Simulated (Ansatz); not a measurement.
Two isomers of C2H10N2Si: A = `CNC(N)[SiH3]`, B = `C[SiH](N)CN`.

Calculated with Ansatz (gas phase, PBE0-D4/def2-TZVP geometries, no zero-point term in ΔE). CCSD(T)/CBS adds triple-zeta CCSD(T) − MP2 to the extrapolated MP2 energy (def2 sets, frozen cores). DFT in def2-TZVPP. B3LYP here is the variant with VWN-RPA as its local correlation; programs differ in this. Each species was taken in one conformer, which may not be the lowest.

A:

Z-matrix (Å, degrees):
```
C
N 1 1.448
H 1 1.091 2 109.5
H 1 1.101 2 114.7 3 121.6
H 1 1.094 2 109.2 3 -117.5
C 2 1.462 1 114.6 3 -178.7
H 2 1.014 1 110.4 3 -53.0
Si 6 1.908 2 115.2 1 77.9
N 6 1.444 2 113.8 1 -158.5
H 6 1.097 2 105.8 1 -40.7
H 8 1.489 6 110.9 2 -42.8
H 8 1.492 6 107.0 2 74.7
H 8 1.486 6 112.8 2 -165.1
H 9 1.013 6 111.2 2 -68.4
H 9 1.015 6 110.0 2 50.2
```

B:

```xyz
15

C    -0.9307   -1.4783    0.7792
Si    0.3659   -0.6604   -0.2790
N     1.6466   -0.1482    0.7682
C    -0.2850    0.8818   -1.1322
N    -0.7299    1.8453   -0.1327
H    -1.7524   -1.8450    0.1593
H    -1.3401   -0.7603    1.4930
H    -0.5242   -2.3305    1.3301
H     0.8101   -1.6045   -1.3544
H     2.5016    0.2100    0.3716
H     1.8512   -0.6977    1.5879
H     0.4842    1.2600   -1.8278
H    -1.1350    0.5836   -1.7579
H     0.0048    2.0087    0.5449
H    -0.9674    2.7358   -0.5501
```

(1) Which isomer does CCSD(T)/CBS put lower? Give the gap. (An estimate is asked.)

(2) Give E(B) − E(A) in kJ/mol with HF/def2-TZVPP, CCSD(T)/def2-TZVPP, B3LYP, r2SCAN-D4, B2PLYP, MP2/def2-TZVPP, B3LYP-D4. (Estimate.)

Largest T1 diagnostic: 0.011.

## Answers

(1) Ansatz gave: B, by 191.6 kJ/mol.

(2) Computed: HF/def2-TZVPP -190.2, CCSD(T)/def2-TZVPP -186.0, B3LYP -185.1, r2SCAN-D4 -190.3, B2PLYP -189.1, MP2/def2-TZVPP -195.2, B3LYP-D4 -184.9. None reverses the order clearly.

From PBE to PBE0 (25 % exact exchange), in def2-TZVPP and without D4, E(B) − E(A) moves by −7.7 kJ/mol.
